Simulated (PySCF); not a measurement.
Two species compared at the same levels of theory.

First species: C₆H₁₅P.
Atom-mapped SMILES: `[CH2:1]=[CH:2][P:3]([CH3:4])([CH3:5])([CH3:6])[CH3:7]` (hydrogens: H8, H9 on C1; H10 on C2; H11, H12, H13 on C4; H14, H15, H16 on C5; H17, H18, H19 on C6; H20, H21, H22 on C7)

Second species: C7H12NP.
Atom-mapped SMILES: `[CH2:1]=[CH:2]/[CH:3]=[P:4]\[N:5]1[CH2:6][CH2:7][CH2:8][CH2:9]1` (hydrogens: H10, H11 on C1; H12 on C2; H13 on C3; H14, H15 on C6; H16, H17 on C7; H18, H19 on C8; H20, H21 on C9)

Structure used (GFN2-xTB), in Å, numbered top down from 1:
```xyz
21
C7H12NP angstrom
C      3.9370   -0.5838    0.1083
C      2.6464   -0.2438    0.0238
C      2.1806    1.0853    0.2491
P      0.6716    1.8478    0.2537
N     -0.5523    0.7261    0.0283
C     -0.5714   -0.7114    0.2342
C     -2.0295   -1.0369    0.5483
C     -2.7764   -0.0144   -0.3031
C     -1.9151    1.2334   -0.1456
H      4.2739   -1.5860   -0.0925
H      4.6926    0.1354    0.3783
H      1.9288   -0.9988   -0.2595
H      2.9621    1.8084    0.4635
H     -0.2633   -1.2290   -0.6837
H      0.1047   -0.9933    1.0446
H     -2.2839   -2.0655    0.3003
H     -2.2336   -0.8662    1.6061
H     -2.7880   -0.3364   -1.3450
H     -3.8003    0.1483    0.0254
H     -1.9690    1.8909   -1.0159
H     -2.2237    1.8068    0.7358
```

Levels: PBE0/pcSseg-1 for HOMO energy, LUMO energy and HOMO–LUMO gap. Geometries: GFN2-xTB. Each species is one conformer at its optimised geometry, gas phase, non-relativistic unless stated. Electronic properties by PySCF.

The conformers computed, where there is a choice (atom-mapped SMILES and torsion angles):
- `[CH2:1]=[CH:2][P:3]([CH3:4])([CH3:5])([CH3:6])[CH3:7]`: C1–C2–P3–C4 -112°

The conformers of `C=C/C=P\N1CCCC1` aren't listed.

Values for the first species:

* HOMO energy: -5.64 eV
* LUMO energy: 0.03 eV
* HOMO–LUMO gap: 5.67 eV

(1) Estimate the same properties for the second species, and the change in each.

## Answers

(1) 
```
     property     first    second  second less first
  HOMO energy  -5.64 eV  -5.46 eV           +0.18 eV
  LUMO energy   0.03 eV  -1.27 eV           -1.30 eV
HOMO–LUMO gap   5.67 eV   4.19 eV           -1.48 eV
```

On the second:  GFN2-xTB frequencies show an imaginary mode (41i cm⁻¹), so this geometry is no minimum at that level.
